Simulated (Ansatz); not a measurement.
The same path of ClGeH3 + F (6 atoms, charge 0, multiplicity 2) was run twice with different band settings.

The calculation used UKS PBE0-D4/def2-SVP in Ansatz.

Relaxed end points:

```xyz
6
Properties=species:S:1:pos:R:3
Ge -0.072 0.000 0.251
Cl -1.164 0.000 2.158
H 1.415 0.000 0.586
H -0.532 1.269 -0.476
H -0.532 -1.269 -0.476
F 0.886 0.000 3.149
```

```xyz
6
Properties=species:S:1:pos:R:3
Ge 0.213 0.000 0.384
Cl 0.771 -0.002 2.526
H 1.585 -0.001 -0.316
H -0.550 1.294 0.118
H -0.552 -1.294 0.116
F -1.465 0.002 2.363
```

Common settings: movable images 7; climbing image yes; spring 5.0 eV/Å²; start path through a guess of the saddle point; force threshold 0.05 eV/Å; iteration limit 60; end points relaxed.

| run | optimiser | largest step |
| --- | --- | --- |
| 1 | quadratic models (default) | default |
| 2 | lbfgs | 0.5 Å |

(1) What does each run give, and how far can it be trusted?

Answers

(1) Run 1: converged after 9 iterations, highest image 0.338 eV above the first end. A vibrational analysis at the climbing image gives 2 clearly imaginary modes (83i, 83i cm⁻¹): a point of higher order, so a lower path passes nearby.
Run 2: converged after 25 iterations, highest image 0.338 eV above the first end. Another band between the same ends (7 images) ends at a top of the same energy, where a vibrational analysis finds 2 clearly imaginary modes.
